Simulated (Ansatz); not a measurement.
`CC(C)OB(O)O`. Charge 0, multiplicity 1.

```csv
atom,x (Å),y (Å),z (Å)
C1,-0.0063,-0.0918,-1.8585
C2,0.4376,0.1421,-0.4307
C3,1.8072,-0.4349,-0.1452
O4,-0.5038,-0.4835,0.4408
B5,-1.2369,0.2147,1.3469
O6,-2.1231,-0.4521,2.1515
O7,-1.1104,1.5701,1.4748
H8,0.6927,0.3722,-2.5581
H9,-0.0497,-1.1627,-2.0721
H10,-0.9967,0.3344,-2.0295
H11,0.4463,1.2169,-0.2247
H12,2.5579,0.0193,-0.7960
H13,1.8080,-1.5142,-0.3173
H14,2.0951,-0.2509,0.8915
H15,-2.1250,-1.3947,1.9718
H16,-1.6929,1.9150,2.1547
```

List the harmonic frequencies (cm⁻¹, unscaled) at PBE0-D4/def2-TZVP in Ansatz. (Estimate.)

The calculation gave: 28i, 88, 174, 224, 260, 309, 415, 424, 461, 480, 521, 537, 676, 794, 899, 930, 947, 980, 1015, 1075, 1166, 1171, 1204, 1371, 1385, 1402, 1410, 1443, 1473, 1476, 1486, 1489, 1502, 3049, 3053, 3066, 3126, 3134, 3135, 3136, 3901, 3905.
